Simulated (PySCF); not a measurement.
# `CO[SiH2]OCC[SiH3]`: 4 charge schemes on one density

Species: C3H12O2Si2.
Z-matrix (Å and degrees, PBE0-D3(BJ)/def2-SVP geometry), rows numbered from 1:
```
C 
O   1  1.3991
Si  2  1.6558  1  125.23
O   3  1.6574  2  113.86  1    69.19
C   4  1.4061  3  126.32  2   -84.04
C   5  1.5161  4  110.40  3  -136.01
Si  6  1.8871  5  114.83  4  -178.05
H   1  1.1051  2  111.75  3   -75.99
H   1  1.1066  2  112.28  3    45.57
H   1  1.1008  2  109.01  3   164.97
H   3  1.4994  2  108.64  1   -50.56
H   3  1.4788  2  105.87  1  -173.55
H   5  1.1058  4  108.96  3   102.94
H   5  1.1089  4  110.80  3   -14.20
H   6  1.1035  5  109.27  4    59.89
H   6  1.1033  5  109.13  4   -55.95
H   7  1.4964  6  110.64  5    59.87
H   7  1.4938  6  109.91  5  -179.94
H   7  1.4966  6  110.61  5   -59.88
```

Density: PBE0/pcSseg-1 (PySCF); schemes: Mulliken, IAO, Hirshfeld and ESP-fitted. Geometry: PBE0-D3(BJ)/def2-SVP, one conformer, isolated molecule.

Task: Give the atomic charges in each scheme.

Result: In e; atoms taken as equivalent share a row and are averaged (×n: the atom named and its like, n in all):

```tsv
atom	environment	Mulliken	IAO	Hirshfeld	ESP-fitted
C1	methoxy carbon	-0.034	-0.192	-0.033	-0.062
O2	silyl ether oxygen	-0.636	-0.633	-0.234	-0.398
Si3	oxygen-bound silicon	+0.969	+1.160	+0.441	+0.664
O4	silyl ether oxygen	-0.643	-0.639	-0.228	-0.489
C5	sp3 carbon bound to oxygen	+0.075	-0.029	+0.010	+0.358
C6	sp3 carbon bound to silicon	-0.535	-0.541	-0.160	-0.412
Si7	SiH3 silicon	+0.464	+0.583	+0.314	+0.368
H8/H9/H10	methyl hydrogen	+0.109	+0.133	+0.042	+0.077
H11/H12	Si–H hydrogen	-0.137	-0.156	-0.079	-0.109
H13/H14	methylene hydrogen	+0.112	+0.120	+0.034	+0.006
H15/H16	methylene hydrogen	+0.154	+0.154	+0.044	+0.126
H17/H18/H19	Si–H hydrogen	-0.082	-0.115	-0.078	-0.102
```

Mean size of the charges over all atoms: IAO 0.283 e, Mulliken 0.249 e, ESP-fitted 0.200 e, Hirshfeld 0.110 e. Each set sums to the total charge, 0, to within 0.001 e. The Mulliken scheme counts on each atom the diagonal of the density matrix times the overlap matrix over that atom's basis functions.

Some averages cover members that differ in this geometry: H11/H12, IAO -0.181 to -0.131; H11/H12, Mulliken -0.159 to -0.115; H13/H14, ESP-fitted -0.015 to +0.028; H8/H9/H10, ESP-fitted +0.058 to +0.096 e.

Lowest charge. The schemes don't all agree: Mulliken O4 (-0.643); IAO O4 (-0.639); Hirshfeld O2 (-0.234); ESP-fitted O4 (-0.489).

Highest charge. All schemes agree: Mulliken Si3 (+0.969); IAO Si3 (+1.160); Hirshfeld Si3 (+0.441); ESP-fitted Si3 (+0.664).

Task: How closely do the schemes follow one another over all atoms?

Result: Correlation coefficient and root-mean-square difference: Mulliken with IAO 0.99, 0.070 e; IAO with Hirshfeld 0.98, 0.248 e; Mulliken with Hirshfeld 0.97, 0.210 e; Mulliken with ESP-fitted 0.96, 0.128 e; IAO with ESP-fitted 0.93, 0.177 e; Hirshfeld with ESP-fitted 0.93, 0.137 e.

Task: Sum the charges by element.

Result: 
```json
{"element": "C", "atoms": "3", "Mulliken": "-0.494", "IAO": "-0.762", "Hirshfeld": "-0.183", "ESP-fitted": "-0.116"}
{"element": "O", "atoms": "2", "Mulliken": "-1.279", "IAO": "-1.272", "Hirshfeld": "-0.462", "ESP-fitted": "-0.887"}
{"element": "Si", "atoms": "2", "Mulliken": "+1.433", "IAO": "+1.743", "Hirshfeld": "+0.755", "ESP-fitted": "+1.032"}
{"element": "H", "atoms": "12", "Mulliken": "+0.340", "IAO": "+0.291", "Hirshfeld": "-0.110", "ESP-fitted": "-0.029"}
```
